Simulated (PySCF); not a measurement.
**Correlation energy of K¹⁰⁺ (potassium, charge +10)**

Starting occupation: [He] 2s2 2p5, 2p1/2 with m_j = -1/2, +1/2, 2p3/2 with m_j = -1/2, +1/2, +3/2. Calculation: PySCF 2.14, in an even-tempered Gaussian basis (18 s from 1.4 bohr⁻², ratio 2.4; 11 p from 1.9 bohr⁻², ratio 2.4; 5 d from 10 bohr⁻², ratio 2.6; 5 f from 16 bohr⁻², ratio 2.6); X2C-1e with screened-nucleus spin-orbit coupling, Gaussian nucleus. Frozen: nothing; 9 electrons correlated; the 28 highest virtual spinors left out.

MP2 pair energies summed by pair of shells (mhartree):

```tsv
pair	energy	share (%)
2p-2p	-139.08	45.4
2p-2s	-78.36	25.6
1s-1s	-38.55	12.6
1s-2p	-31.24	10.2
2s-2s	-11.43	3.7
1s-2s	-7.89	2.6
```

Total MP2 correlation energy: -306.55 mhartree.

The GHF reference relaxed away from the jj start to a determinant that is no pure jj level (⟨S²⟩ = 0.75, ⟨J²⟩ = 3.75); the energies belong to that determinant.
